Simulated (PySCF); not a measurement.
# The first ionisation energy along the 4p block

Calculated with PySCF 2.14 from differences of total energies of unrestricted determinants, without spin-orbit coupling. Values in eV. The last column holds reference values (NIST; (s) semi-empirical, (t) theoretical, else measured). Unmarked ones compare directly (S terms, centres of terms, or small fine structure); those marked * lie between the lowest fine-structure levels and include a spin-orbit shift.

```
                           element                         configurations     UHF    PBE0  r2SCAN  MP2 (valence)  SCS-MP2 (valence)  CCSD (valence)  reference
Ga (aug-cc-pVQZ-DK, spin-free X2C)      [Ar] 3d10 4s2 4p1 → [Ar] 3d10 4s2   5.535   5.980   6.106          5.767              5.751           5.814      5.931
Ge (aug-cc-pVQZ-DK, spin-free X2C)  [Ar] 3d10 4s2 4p2 → [Ar] 3d10 4s2 4p1   7.402   7.914   8.038          7.781              7.703           7.796      7.925
As (aug-cc-pVQZ-DK, spin-free X2C)  [Ar] 3d10 4s2 4p3 → [Ar] 3d10 4s2 4p2   9.409   9.936  10.080          9.927              9.775           9.885     10.008
Se (aug-cc-pVQZ-DK, spin-free X2C)  [Ar] 3d10 4s2 4p4 → [Ar] 3d10 4s2 4p3   8.543   9.621   9.673          9.344              9.430           9.460      9.635
Br (aug-cc-pVQZ-DK, spin-free X2C)  [Ar] 3d10 4s2 4p5 → [Ar] 3d10 4s2 4p4  10.713  11.792  11.850         11.676             11.693          11.686     11.844
Kr (aug-cc-pVQZ-DK, spin-free X2C)               [Kr] → [Ar] 3d10 4s2 4p5  13.036  14.064  14.139         14.132             14.064          14.030     14.222
```

**Question.** Which of these methods has the smallest mean absolute error against the measured values here?

**Answer.** PBE0, with 0.059 eV.

```
           method  elements  mean error (eV)  mean absolute error (eV)  largest error (eV)
              UHF         6           -0.821                     0.821              -1.186
             PBE0         6           -0.043                     0.059              -0.157
           r2SCAN         6            0.054                     0.081               0.175
    MP2 (valence)         6           -0.156                     0.156              -0.291
SCS-MP2 (valence)         6           -0.191                     0.191              -0.232
   CCSD (valence)         6           -0.149                     0.149              -0.192
```

Errors include the incompleteness of the basis and the frozen core.

"Valence" correlates the outer s and p shells and, in groups 3 to 12 and the f block, the outer d or f shell, open or full, or the next shell where the ion has no valence electron left; the wider scheme adds the next inner shell.
